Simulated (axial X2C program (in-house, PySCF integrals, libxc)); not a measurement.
**Potential curves of HgB⁺, two-component**

All values were computed with an in-house relativistic program for diatomic molecules. Two-component (2c) means X2C with spin–orbit coupling and atomic mean-field two-electron Coulomb and Gaunt terms. Basis: Hg dyall-cv3z [13s14p9d6f4g], B dyall-v3z [7s6p2d1f] (cores contracted in-house); Gaussian nuclei, density fitting, unrestricted open shells. Masses: Hg 201.971 u, B 11.009 u.

State: Ω = 0 (closed shell). Energies in kJ/mol from the fragments at the same level (Hg + B+). Fits are polynomials in 1 − R0/R over 0.85 to 1.23 times the lowest point R0.

```json
{"R (Å)": "2.0393", "MP2": "-93.31", "CCSD": "", "PBE0": "-141.16"}
{"R (Å)": "2.1330", "MP2": "-107.43", "CCSD": "-101.58", "PBE0": "-156.60"}
{"R (Å)": "2.2034", "MP2": "-113.38", "CCSD": "-110.15", "PBE0": "-163.11"}
{"R (Å)": "2.2737", "MP2": "-116.40", "CCSD": "-115.30", "PBE0": "-166.38"}
{"R (Å)": "2.3440", "MP2": "-117.18", "CCSD": "-117.82", "PBE0": "-167.18"}
{"R (Å)": "2.4260", "MP2": "-115.98", "CCSD": "-118.24", "PBE0": "-165.78"}
{"R (Å)": "2.5081", "MP2": "-113.11", "CCSD": "-116.66", "PBE0": "-162.52"}
{"R (Å)": "2.6136", "MP2": "-107.71", "CCSD": "-112.70", "PBE0": "-156.44"}
{"R (Å)": "2.7425", "MP2": "-99.49", "CCSD": "", "PBE0": "-147.21"}
{"R (Å)": "2.9300", "MP2": "-86.04", "CCSD": "", "PBE0": "-132.17"}
```

Correlated methods: 14 electrons correlated (number of frozen shells: Hg 5 s, 4 p, 2 d, 1 f; B 1 s), 266 virtual spin orbitals or spinors in MP2, 90 natural virtuals in coupled cluster.

One determinant describes the state; a PBE0 search over occupations chose it and may have missed a lower one. Dissociation energies refer to the lowest single-determinant-based atoms at the same level and basis. CCSD ran in a truncated set of natural virtual spinors with an MP2 remainder; without triples it tends to underbind. Coupled cluster ran on the points near the minimum only. MP2 and coupled cluster on one determinant become unreliable at the stretched end.

(1) What are Re, ωe and De at the MP2 level?

(2) Fit the CCSD curve near its minimum: give the equilibrium distance, the harmonic wavenumber and the well depth.

(3) Fit the PBE0 curve near its minimum: give the equilibrium distance, the harmonic wavenumber and the well depth.

## Answers

(1) At MP2, 2c: Re = 2.338 Å, ωe ≈ 307 cm⁻¹, De = 1.21 eV to Hg + B+; Be follows as 0.295 cm⁻¹.

(2) At CCSD, 2c: Re = 2.399 Å, ωe ≈ 298 cm⁻¹, De = 1.23 eV to Hg + B+; Be follows as 0.281 cm⁻¹.

(3) At PBE0, 2c: Re = 2.336 Å, ωe ≈ 325 cm⁻¹, De = 1.73 eV to Hg + B+; Be follows as 0.296 cm⁻¹.
